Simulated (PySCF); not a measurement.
The numbers are results of B3LYP-D3(BJ)/def2-TZVP // BP86-D3(BJ)/def2-SVP in PySCF, not measurements. Isolated molecules, 0 K electronic values unless said otherwise. One relaxed conformer stands for a flexible species; it need not be the lowest. B3LYP has the VWN-RPA correlation part, as in Gaussian. 

Reference species: [Zr(F)3(NH2)] (neutral, multiplicity 1).

```
Quantity                                  Value
-------------------------------------  --------
HOMO–LUMO gap                           6.46 eV
LUMO                                   -1.49 eV
coordination number                           4
charge on the central atom (Mulliken)    1.78 e
```

Changed species: [Zr(NH2)4] (4 of 4 F replaced by NH2; the reference has 1 of 4 F replaced by NH2).

Problem. What does the change do to the HOMO–LUMO gap, LUMO, coordination number and charge on the central atom (Mulliken)?

Solution. the HOMO–LUMO gap falls by 0.32 eV, to 6.14 eV; the LUMO rises by 1.16 eV, to -0.33 eV; the coordination number hardly moves; the charge on the central atom (Mulliken) decreases by 0.08 e, to 1.70 e.
